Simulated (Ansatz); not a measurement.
A nudged elastic band was laid between two geometries of a periodic cell of 19 atoms, GaC18 (surface graphene monolayer, adsorbate Ga).

Level of theory: DFT LDA, scalar-relativistic, plane waves, PAW in Ansatz 0.2.0. Settings: cutoff 420 eV, k mesh 2x2x1, gaussian smearing 0.02 eV, spin collinear.

* movable images: 5
* climbing image: yes
* spring: 5.0 eV/Å²
* optimiser: quadratic models (default)
* start path: IDPP
* force threshold: 0.05 eV/Å
* iteration limit: 80
* end points: relaxed

First end point:

```xyz
19
Lattice="7.3980 0.0000 0.0000 -3.6990 6.4069 0.0000 0.0000 0.0000 12.0000" Properties=species:S:1:pos:R:3
C -0.035 -0.020 0.992
C 1.196 0.691 0.996
C -1.276 2.118 0.996
C -0.043 2.823 0.994
C -2.503 4.244 0.996
C -1.276 4.959 0.994
C 2.423 -0.024 0.995
C 3.650 0.691 0.996
C 1.190 2.112 0.995
C 2.423 2.817 0.996
C -0.049 4.244 0.996
C 1.183 4.955 0.992
C 4.882 -0.019 0.992
C 6.122 0.697 0.992
C 3.656 2.112 0.995
C 4.889 2.824 0.995
C 2.423 4.238 0.992
C 3.664 4.955 0.992
Ga 2.424 5.672 3.077
```

Last end point:

Only the atoms that move by more than 0.05 Å are listed.
```
Ga19 3.657 7.807 3.077
```

Q: What changes between the two ends?

A: The atom that moves furthest is Ga19, by 2.47 Å; four of its nearest neighbours are C1 2.53, C18 2.53, C14 2.53, C17 2.53 Å at the first end and C9 2.53, C2 2.53, C4 2.53, C1 2.53 Å at the last.

Q: Give the energies along the band, and the barrier.

A: The forces met the threshold. The highest image is number 3 of 0 to 6, 0.201 eV above the ends, which have the same energy within 2 meV. By the program's own check the climbing image is of a kind that is not told: the force calls were inconclusive, a negative curvature could not be distinguished from the path's own, the only one lies far off the path, or fixed occupations may fill a level only in part (lowest curvatures found: -0.62 and 0.18 eV/Å²). Limits of this set-up: slab without dipole correction.

```tsv
image	path coordinate (Å)	energy (eV)
0	0.00	0.000
1	0.41	0.052
2	0.81	0.153
3	1.22	0.201
4	1.63	0.153
5	2.03	0.052
6	2.44	0.000
```

Q: What is the geometry of the highest image?

A: 
```xyz
19
Lattice="7.3980 0.0000 0.0000 -3.6990 6.4069 0.0000 0.0000 0.0000 12.0000" Properties=species:S:1:pos:R:3
C -0.028 -0.032 0.962
C 1.206 0.687 0.991
C -1.269 2.116 0.984
C -0.032 2.822 0.998
C -2.499 4.241 1.000
C -1.267 4.954 0.997
C 2.434 -0.029 1.000
C 3.661 0.685 0.997
C 1.201 2.110 0.996
C 2.433 2.818 0.998
C -0.036 4.243 1.002
C 1.197 4.951 0.998
C 4.889 -0.032 0.984
C 6.125 0.686 0.942
C 3.663 2.108 0.993
C 4.894 2.821 0.997
C 2.430 4.239 0.996
C 3.665 4.946 0.991
Ga 2.893 6.824 3.143
```

Time of the run: 110 s on 2 threads of INTEL(R) XEON(R) PLATINUM 8581C CPU @ 2.30GHz (Emerald Rapids), on a shared host, peak memory 1.8 GiB.
